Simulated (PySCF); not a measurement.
C3H9FSi, SMILES C[Si](C)(C)F.

The structure is a stationary point at PBE-D3(BJ)/def2-SVP.

Method: PBE-D3(BJ)/def2-SVP run with PySCF.

Frequencies are harmonic and unscaled.

Modes within 1.5 cm⁻¹ of each other (mostly degenerate sets) share a row, with their intensities summed.

Computed vibrational spectrum:
```
mode   ν (cm⁻¹)  IR (km/mol)  moving atoms (share of kinetic energy)
-----  --------  -----------  --------------------------------------
1           130          0.0                                 H 100 %
2–3         151          0.0                                  H 97 %
4–5         184          0.1                  C 47 %, H 36 %, F 15 %
6           223          0.1         H 38 %, C 28 %, Si 19 %, F 14 %
7–8         262         24.1         F 31 %, H 25 %, C 24 %, Si 20 %
9           594          0.0                          C 70 %, H 22 %
10          649          0.0                          H 85 %, C 15 %
11–12       670          1.2                  H 55 %, C 36 %, Si 8 %
13–14       742         51.8                 H 57 %, C 28 %, Si 13 %
15          761          1.3                  H 43 %, F 36 %, C 16 %
16–17       838        280.0                 H 52 %, Si 26 %, C 22 %
18          899        164.3         Si 44 %, H 24 %, F 22 %, C 10 %
19–20      1219         88.6                          H 76 %, C 23 %
21         1226         14.8                          H 79 %, C 21 %
22         1370          0.0                                  H 95 %
23–24      1377          0.1                                  H 96 %
25–26      1385          5.6                                  H 96 %
27         1396         11.5                                  H 96 %
28–29      2974          4.1                                  H 97 %
30         2976          0.9                                  H 97 %
31–32      3071          1.3                           H 91 %, C 9 %
33         3073         12.0                           H 91 %, C 9 %
34–36      3078         12.8                           H 91 %, C 9 %
```
